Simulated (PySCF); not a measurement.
SMILES [Br][Ge][OH] at its CAM-B3LYP/def2-SVP optimised geometry (Å):

```
4

Ge    -0.5985    -1.0161     0.0000
Br     1.7479    -1.0161     0.0000
O     -0.8189     0.7460     0.0000
H     -1.7479     1.0161    -0.0001
```

Calculation: CAM-B3LYP/def2-TZVP (PySCF). Cells within 0.4 Å of a nucleus heavier than hydrogen are left out (blank, or x).

Map of the Laplacian of the electron density (e/bohr⁵), clipped to [-1.50, 1.50] on the plane z = 0.0 Å:

```
|5555555555555555555555555555555|
|5555555555555555555555555555555|
|5555555555555555555555555555555|
|5555555555555555555555555555555|
|5555555555555555555555555555555|
|5555555555555555555555555555555|
|5555555555555555555555555555555|
|5555555555555555555555555555555|
|5555555555555555555555555555555|
|5555555555566555555555555555555|
|5555555555666665555555555555555|
|555555550030x065555555555555555|
|55555555311xxx66555555555555555|
|55555555555xxx66555555555555555|
|5555555555652565555555555555555|
|5555555555565655555555555555555|
|5555555555569975555545545555555|
|5555555555699999555499995555555|
|555555555589xxx965479xx98555555|
|555555555599xxx965499xxx9555555|
|555555555579xx9955569xx96555555|
|5555555555599996555579975555555|
|5555555555556655555554455555555|
|5555555555555555555555555555555|
|5555555555555555555555555555555|
|5555555555555555555555555555555|
|5555555555555555555555555555555|
|5555555555555555555555555555555|
|5555555555555555555555555555555|
|5555555555555555555555555555555|
|5555555555555555555555555555555|
```
Scale: ten equal steps from -1.50 (start of '0') to 1.50 (end of '9'), in the order '0123456789'; x runs from -4.00 to 4.00, y from -4.00 (bottom) to 4.00 (top).
